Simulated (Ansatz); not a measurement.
C3H4N, SMILES `C#C[N+]C` (lower triplet) (charge 1, multiplicity 3). This triplet lies 0.78 eV below the relaxed singlet at the level B3LYP/cc-pVTZ // B3LYP-D3(BJ)/def2-TZVP (Ansatz, a first-principles code).

These are r2SCAN0/cc-pVTZ // B3LYP-D3(BJ)/def2-TZVP (Ansatz) values and carry that method's errors.

Ansatz 0.2 input:
```yaml
crystal:
  periodic: [false, false, false]
  atoms:
    - { symbol: C, position_ang: [2.381723, 0.341347, -0.32053] }
    - { symbol: C, position_ang: [1.10796, 0.158691, -0.274039] }
    - { symbol: N, position_ang: [-0.059712, -0.009433, -0.231752] }
    - { symbol: C, position_ang: [-1.457424, -0.209756, -0.18067] }
    - { symbol: H, position_ang: [3.441602, 0.497549, -0.357106] }
    - { symbol: H, position_ang: [-1.653901, -1.268543, 0.004688] }
    - { symbol: H, position_ang: [-1.869648, 0.397654, 0.62871] }
    - { symbol: H, position_ang: [-1.890605, 0.092488, -1.137222] }
basis:
  gaussian: { orbitals: cc-pVTZ }
hamiltonian:
  xc: r2scan0
total_charge: 1
magnetization:
  spin_polarized: true
  initial_magnetization: 2
```

Output:

```
Functional definition: r2SCAN0
937 factors; their error is unknown
mean field evaluation 1: about -4644.2719 eV, gradient 4.4e1 eV
mean field evaluation 2: about -4628.6709 eV, gradient 6.9e1 eV
mean field evaluation 4: about -4652.7666 eV, gradient 4.3e0 eV
mean field evaluation 8: about -4652.9300 eV, gradient 1.8e-1 eV
mean field evaluation 16: about -4652.9275 eV, gradient 3.7e-4 eV
mean field -4652.92746365 eV, -170.9919304216 hartree, gradient 1.4e-5 eV, S^2 2.088690; 0 other end points of the search recorded, 0 dependent functions left out
reference -4652.92747216 eV, -170.9919307344 hartree; 15, 13 occupied and 161, 163 virtual orbitals, 937 factors
Total energy: -4652.92747216 eV, -170.9919307344 hartree
```
